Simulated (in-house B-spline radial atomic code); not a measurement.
**Binding energies in S⁵⁺**

NIST's tabulated ground configuration is [Ne] 3s1; each binding energy is the energy of the ion with one electron taken from that subshell, relaxed, less that of the parent. All numbers are computed (Dirac-Hartree-Fock, average of configuration; Fermi nucleus of rms radius 3.2611 fm) with an all-electron radial atomic-structure program (B-spline basis), not measured. Energies include first-order Breit, QED and recoil terms.

```csv
subshell,X-ray name,binding energy (eV),-ε (eV),relaxation (eV)
2p1/2,L2,258.2,262.3,3.9
2p3/2,L3,257,260.9,3.8
3s,M1,87.56,87.62,0.03
```

Relaxation = -ε minus the binding energy without Breit, QED and recoil terms.

Emission lines follow as differences of binding energies, with λ = 12398.42 eV·Å / E:

| line | holes | energy (eV) | wavelength (Å) |
| --- | --- | --- | --- |
| L3-M1 | 2p3/2 → 3s | 169.4 | 73.173 |

Task: What does it cost to remove both a 2p3/2 and a 2p1/2 electron?

Result: 563.96 eV, which is 48.71 eV more than the two single binding energies together.

Task: What does it cost to remove both a 2p1/2 and a 3s electron?

Result: 368.18 eV, which is 22.37 eV more than the two single binding energies together.
